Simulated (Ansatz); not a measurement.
C₃H₁₀InNO (`CC(C)[O][InH][NH2]`), relaxed with RKS PBE0-D4/def2-TZVP in Ansatz 0.2.0 from a GFN2-xTB geometry. The force threshold is 0.005 eV/Å; the program also tests the step.

Charge 0, multiplicity 1. In: def2 effective core potential.

Start:

```xyz
16

C    -1.223    0.432   -1.196
C    -0.932   -0.506   -0.024
C    -0.930   -1.964   -0.492
O     0.321   -0.240    0.547
In    1.069    1.501    1.114
N     3.104    1.304    1.072
H    -0.420    0.348   -1.930
H    -2.171    0.182   -1.666
H    -1.261    1.466   -0.835
H    -1.726   -0.384    0.731
H    -0.155   -2.104   -1.241
H    -1.897   -2.226   -0.914
H    -0.718   -2.616    0.351
H     0.101    2.855    1.542
H     3.267    0.299    1.037
H     3.573    1.653    1.903
```

(1) By how much does the energy fall, and how many steps does the optimiser take? (An estimate is asked.)

(2) Which bonds change most? (An estimate is asked.)

(3) Give the relaxed structure. (Best estimate.)

Results:

(1) The calculation gave: 1.88 kcal/mol, in 19 steps, 1 of them rejected.

(2) Computed: In5–N6 from 2.045 to 2.002 Å; In5–H14 from 1.719 to 1.700 Å; C2–C3 from 1.531 to 1.517 Å; O4–In5 from 1.978 to 1.989 Å.

(3) Ansatz gave: 
```xyz
16

C    -1.210    0.405   -1.313
C    -0.862   -0.471   -0.120
C    -1.028   -1.944   -0.447
O     0.469   -0.264    0.285
In    1.074    1.362    1.259
N     3.075    1.347    1.249
H    -0.525    0.196   -2.139
H    -2.233    0.229   -1.655
H    -1.123    1.466   -1.056
H    -1.561   -0.225    0.698
H    -0.357   -2.220   -1.264
H    -2.055   -2.171   -0.745
H    -0.774   -2.554    0.422
H    -0.026    2.512    1.857
H     3.534    0.476    1.029
H     3.600    1.857    1.941
```
